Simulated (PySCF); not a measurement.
Ionisation energy of Re⁷¹⁺ by level of theory

Re⁷¹⁺ [He] 2s2 → Re⁷²⁺ [He] 2s1 [2s1/2^1, M_J = 1/2], as a difference of total energies. All numbers are calculated (PySCF 2.14, the two-component X2C-1e Hamiltonian, in an even-tempered Gaussian basis (16 s from 59 bohr⁻², ratio 2.4; 13 p from 76 bohr⁻², ratio 2.4; 5 d from 240 bohr⁻², ratio 2.6; 4 f from 360 bohr⁻², ratio 2.6)). Correlated levels: nothing frozen; the 28 highest virtual spinors dropped. "Screened" scales the spin-orbit matrix elements by Boettger's factors to mimic the two-electron term; Breit and QED terms are absent.

```tsv
method	ionisation energy (eV)
GMP2 (spin-free)	19986.5
GHF (screened spin-orbit)	19981.9
GMP2 (screened spin-orbit)	19988.5
```

Problem. How much does correlation contribute at GMP2 (screened spin-orbit)?

Solution. 19988.5 − (19981.9) = 6.6 eV, measured against GHF (screened spin-orbit).

For this ion Breit and QED terms and the two-electron picture change, all absent here, outweigh the correlation shift from GHF to GMP2.

For comparison: 19950 ± 60 eV (theoretical estimate listed by NIST; NIST Atomic Spectra Database, ionization energies).
